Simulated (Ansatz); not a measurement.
Reaction (ligand exchange at the Sc–O bond): `C[O][Sc]([F])[F]` + H–F → `[F][Sc]([F])[F]` + CH₃OH

Program: Ansatz. Geometries: PBE0-D4/def2-TZVP. ΔE: electronic, gas phase. CBS: MP2 limit from def2 TZ/QZ plus the TZ coupled-cluster correction, frozen cores. This one scheme is used for every species. For Sc outer-core shells are correlated without core-valence functions, which leaves a few kJ/mol of doubt a bond. Scalar relativity is left out up to krypton. One conformer a species, not always the lowest.

```json
{"species": "`C[O][Sc]([F])[F]`", "CCSD(T)/CBS(def2) energy (Eh)": "-1075.01863"}
{"species": "H–F", "CCSD(T)/CBS(def2) energy (Eh)": "-100.39570"}
{"species": "`[F][Sc]([F])[F]`", "CCSD(T)/CBS(def2) energy (Eh)": "-1059.81008"}
{"species": "CH₃OH", "CCSD(T)/CBS(def2) energy (Eh)": "-115.61712"}
```

Question: Work out ΔE.

Answer: ΔE = (-1059.81008) + (-115.61712) − (-1075.01863) − (-100.39570) = -0.01287 Eh = -33.8 kJ/mol.

Largest T1 diagnostic among the species: 0.017.

The D4 term adds +4.3 kJ/mol with B3LYP and +2.4 kJ/mol with PBE0; it sums over pairs of atoms, weighted by their polarisabilities, and B3LYP, whose exchange is more repulsive, gets the larger term. In def2-TZVPP, CCSD(T) changes the Hartree–Fock value by +11.8 kJ/mol (the triples alone add +1.7 kJ/mol) and MP2 by +15.0 kJ/mol. Leaving LDA and LC-ωPBE aside and taking each functional with its dispersion term where it has one, the values, not all of them listed here, spread over 7.9 kJ/mol, from B97M-V to PBE-QIDH. LDA lies +9.6 kJ/mol from PBE without D4.

B3LYP here is the variant with VWN-RPA as its local correlation; programs differ in this.
